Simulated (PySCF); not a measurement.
## Excitation energy of B+ by level of theory

B+ [He] 2s2 (1S) → B+ [He] 2s1 3s1 (3S), as a difference of total energies. Computed with PySCF 2.14 in dyall-av3z, with scalar relativity by spin-free X2C-1e. Correlated levels: valence: 1s2 frozen; virtual orbitals above 40 to 60 times the deepest correlated orbital energy dropped. The calculations carry no spin-orbit coupling.

| method | excitation energy (eV) |
| --- | --- |
| UHF | 14.636 |
| MP2 (valence) | 15.566 |
| SCS-MP2 (valence) | 15.834 |
| CCSD (valence) | 16.065 |

Task: How much does correlation contribute at MP2 (valence)?

Result: 15.566 − (14.636) = 0.930 eV, measured against UHF.

Errors of the correlated levels include the incompleteness of this basis and the frozen core.

With two correlated electrons CCSD is exact in that space.

For comparison: 16.090 eV (measured; NIST levels).
